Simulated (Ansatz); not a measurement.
Consider the isomerisation: `[F][GeH2][CH2][GeH3]` → `F[CH2][GeH2][GeH3]`.

Computed with Ansatz on PBE0-D4/def2-TZVP structures; ΔE is electronic, products minus reactants. CBS: MP2 limit from def2 TZ/QZ plus the TZ coupled-cluster correction, frozen cores. Functionals use def2-TZVPP. For Ge outer-core shells are correlated without core-valence functions, which leaves a few kJ/mol of doubt a bond. Scalar relativity is left out up to krypton. Each species was taken in one conformer, which may not be the lowest.

`[F][GeH2][CH2][GeH3]`:

Cartesian coordinates in Å:
```
F -2.182 0.095 -2.142
Ge -1.490 -0.274 -0.580
C 0.341 0.354 -0.608
Ge 1.327 0.033 1.055
H -2.361 0.470 0.445
H -1.596 -1.800 -0.431
H 0.336 1.426 -0.813
H 0.864 -0.143 -1.428
H 0.622 0.741 2.225
H 1.379 -1.476 1.349
H 2.760 0.574 0.928
```

`F[CH2][GeH2][GeH3]`:

Z-matrix (Å, degrees):
```
C
Ge 1 1.981
F 1 1.387 2 110.0
H 1 1.093 2 110.4 3 -119.5
H 1 1.093 2 111.1 3 119.8
Ge 2 2.421 1 109.5 3 50.7
H 2 1.542 1 107.6 3 171.5
H 2 1.539 1 109.2 3 -70.9
H 6 1.538 2 109.7 1 54.3
H 6 1.535 2 110.5 1 -65.8
H 6 1.537 2 110.3 1 173.8
```

CCSD(T)/CBS gives +137.0 kJ/mol.

**Question.** Another level gave +125.8 kJ/mol. Which?
A. PBE-D4/def2-TZVPP
B. SCS-MP2/def2-TZVPP
C. r2SCAN/def2-TZVPP
D. CCSD(T)/def2-TZVPP

**Answer.** C. r2SCAN 125.8, PBE-D4 112.7, CCSD(T)/def2-TZVPP 135.9, SCS-MP2/def2-TZVPP 145.8 kJ/mol.

Largest T1 diagnostic among the species: 0.012.

From PBE to PBE0 (25 % exact exchange), in def2-TZVPP and without D4, ΔE moves by +7.1 kJ/mol.
